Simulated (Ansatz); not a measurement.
C$_{8}$H$_{8}$O$_{2}$, SMILES `CC(=O)Oc1ccccc1`: measurement beside calculation (Ansatz, PBE0-D4/def2-TZVP geometry).

```xyz
18

C    -0.510   -2.007   -2.741
C     0.054   -0.924   -1.876
O     0.901   -0.142   -2.191
O    -0.537   -0.957   -0.654
C    -0.168   -0.030    0.307
C     0.226   -0.524    1.537
C     0.534    0.363    2.557
C     0.449    1.730    2.342
C     0.050    2.208    1.102
C    -0.263    1.332    0.075
H    -0.331   -2.980   -2.279
H    -0.043   -1.968   -3.722
H    -1.591   -1.884   -2.832
H     0.284   -1.595    1.683
H     0.841   -0.019    3.523
H     0.691    2.423    3.139
H    -0.018    3.276    0.928
H    -0.569    1.698   -0.896
```

Measured: 3637.78667 ± 0.00033 MHz (A, ground torsional sublevel A0, microwave and millimeter-wave rotational spectroscopy); 803.88947 ± 0.0001 MHz (B, ground torsional sublevel A0, microwave and millimeter-wave rotational spectroscopy); 750.9779 ± 0.00011 MHz (C, ground torsional sublevel A0, microwave and millimeter-wave rotational spectroscopy). Source: Skeletal Torsion Tunneling and Methyl Internal Rotation: The Coupled Large Amplitude Motions in Phenyl Acetate, 2022 (pmc:9105391).

```json
{"constant": "A", "measured (MHz)": "3638", "computed (MHz)": "3700", "error (%)": "1.7"}
{"constant": "B", "measured (MHz)": "804", "computed (MHz)": "823", "error (%)": "2.4"}
{"constant": "C", "measured (MHz)": "751", "computed (MHz)": "727", "error (%)": "-3.2"}
```

Computed constants are equilibrium values for the main isotopes; measured ground-state ones include zero-point motion, which usually lowers them by up to about 1 %.
